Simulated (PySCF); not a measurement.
## Correlation energy of Pt (platinum, neutral)

[Xe] 4f14 5d9 6s1, high-spin 3D determinant. Calculation: PySCF 2.14, in x2c-TZVPPall with one added diffuse shell each of s, p, d, f type (12s8p8d4f1g, 113 functions); scalar relativity by spin-free X2C-1e. Frozen: [Kr] 4d10 4f14; 18 electrons correlated.

```tsv
level	correlation energy (mhartree)
CCSD	-512.80
(T)	-18.34
CCSD(T)	-531.14
```

Diagnostics: T1 = 0.015, D1 = 0.0557, largest double amplitude 0.019.

Spin-orbit coupling, absent here, splits the open shell strongly.

Cost of the coupled-cluster step: about 3 core-minutes, for 18 correlated electrons.

Iterations:

```
CC2 = 0
CCSD nocc = (np.int64(10), np.int64(8)), nmo = (83, 83)
frozen orbitals [[0, 1, 2, 3, 4, 5, 6, 7, 8, 9, 10, 11, 12, 13, 14, 15, 16, 17, 18, 19, 20, 21, 22, 24, 25, 26, 27, 28, 29, 30], [0, 1, 2, 3, 4, 5, 6, 7, 8, 9, 10, 11, 12, 13, 14, 15, 16, 17, 18, 19, 20, 21, 22, 24, 25, 26, 27, 28, 29, 30]]
max_cycle = 100
direct = 0
conv_tol = 1e-08
conv_tol_normt = 1e-06
diis_space = 8
diis_start_cycle = 0
Init t2, MP2 energy = -0.537525560609207
Init E_corr(UCCSD) = -0.537525560613538
cycle = 1  E_corr(UCCSD) = -0.498771003387372  dE = 0.0387545572  norm(t1,t2) = 0.0863222
cycle = 2  E_corr(UCCSD) = -0.513575780046833  dE = -0.0148047767  norm(t1,t2) = 0.0277401
cycle = 3  E_corr(UCCSD) = -0.51215161202458  dE = 0.00142416802  norm(t1,t2) = 0.0146387
cycle = 4  E_corr(UCCSD) = -0.512563711215  dE = -0.00041209919  norm(t1,t2) = 0.00502027
cycle = 5  E_corr(UCCSD) = -0.512797037755094  dE = -0.00023332654  norm(t1,t2) = 0.00144471
cycle = 6  E_corr(UCCSD) = -0.512773464489504  dE = 2.35732656e-05  norm(t1,t2) = 0.00110998
cycle = 7  E_corr(UCCSD) = -0.512744511020941  dE = 2.89534686e-05  norm(t1,t2) = 0.00103572
cycle = 8  E_corr(UCCSD) = -0.512783143091119  dE = -3.86320702e-05  norm(t1,t2) = 0.000987925
cycle = 9  E_corr(UCCSD) = -0.512825275923211  dE = -4.21328321e-05  norm(t1,t2) = 0.000793056
cycle = 10  E_corr(UCCSD) = -0.512800432567806  dE = 2.48433554e-05  norm(t1,t2) = 0.000430161
cycle = 11  E_corr(UCCSD) = -0.512797744354398  dE = 2.68821341e-06  norm(t1,t2) = 0.00019396
cycle = 12  E_corr(UCCSD) = -0.512804254822952  dE = -6.51046855e-06  norm(t1,t2) = 4.54035e-05
cycle = 13  E_corr(UCCSD) = -0.512803017693009  dE = 1.23712994e-06  norm(t1,t2) = 1.91726e-05
cycle = 14  E_corr(UCCSD) = -0.512803621886206  dE = -6.04193196e-07  norm(t1,t2) = 7.20045e-06
cycle = 15  E_corr(UCCSD) = -0.512803711963152  dE = -9.00769463e-08  norm(t1,t2) = 1.94214e-06
cycle = 16  E_corr(UCCSD) = -0.512803652911628  dE = 5.90515238e-08  norm(t1,t2) = 8.29832e-07
cycle = 17  E_corr(UCCSD) = -0.512803673648339  dE = -2.07367111e-08  norm(t1,t2) = 2.97379e-07
cycle = 18  E_corr(UCCSD) = -0.512803676294991  dE = -2.64665134e-09  norm(t1,t2) = 1.45413e-07
UCCSD converged
E(UCCSD) = -18410.65211126934  E_corr = -0.5128036762949907
UCCSD(T) correction = -0.0183422905469947
```

This basis was not built for core-valence correlation, so the inner-shell part is incomplete.
